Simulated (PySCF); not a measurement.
**How the method changes the constants of SbTe⁺**

State: ¹Σ⁺ (singlet), closed shell. Set-up: Sb def2-TZVPPD with ECP28, Te def2-TZVPPD with ECP28; scalar-relativistic core potentials (PySCF 2.14). De refers to Sb⁺ + Te in their high-spin ground configurations, without counterpoise correction. A positive dipole points towards Te; it is taken about the centre of mass and depends on that origin.

```
      Level  Re (Å)  ωe (cm⁻¹)  De (eV)  μ (D)
        RHF   2.412        339     1.74  -2.13
    RHF-MP2   2.481        273     4.71    n/a
RHF-SCS-MP2   2.482        276     4.47    n/a
   RHF-CCSD   2.450        304     3.98    n/a
RHF-CCSD(T)   2.482        280     4.47    n/a
        PBE   2.483        285     4.93  -1.55
       PW91   2.482        285     4.97  -1.54
       BLYP   2.506        273     4.81  -1.57
     r²SCAN   2.458        299     4.59  -1.56
    r²SCANh   2.447        306     4.42  -1.60
       PBE0   2.445        308     4.43  -1.67
       MN15   2.436        310     4.15  -1.61
     M06-2X   2.433        318     2.93  -2.26
  CAM-B3LYP   2.429        318     4.12  -1.74
```

Question: Which functional lies closest to RHF-CCSD(T) in De, which farthest, and by how much do they differ from it?

Answer: Closest is PBE0 (-3.7 pm in Re, +10.0 % in ωe, -0.04 eV in De against RHF-CCSD(T) in the same basis), farthest M06-2X (-4.9 pm in Re, +13.6 % in ωe, -1.54 eV in De). CCSD(T) converges more slowly with the basis than the functionals do and binds too weakly in this one, so the order can change at the basis-set limit.

Question: What does a quarter of exact exchange do here, going from PBE to PBE0?

Answer: PBE0 less PBE: -3.8 pm in Re, +8.1 % in ωe, -0.50 eV in De. Exact exchange removes part of the self-interaction that spreads semilocal densities, and in most molecules shortens and stiffens the bond and lowers De; so it does here.

Question: What does the step from GGA to meta-GGA do here, going from PBE to r²SCAN?

Answer: r²SCAN less PBE: -2.5 pm in Re, +4.9 % in ωe, -0.34 eV in De. 

Correlated steps freeze 8 core orbitals. These are scalar-relativistic numbers at best; spin–orbit coupling would shift them, the dissociation energy most. For an ion De counts to the pair picked by the measured ionisation energies or electron affinities, which need not be the lowest pair at this level. Where the molecule has an RHF reference, its open-shell atoms are computed with UHF.

The whole job (state search and all levels along the bond) took about 16 min on 2 threads of Arm Neoverse V2 (shared host), peak memory 3.9 GiB.
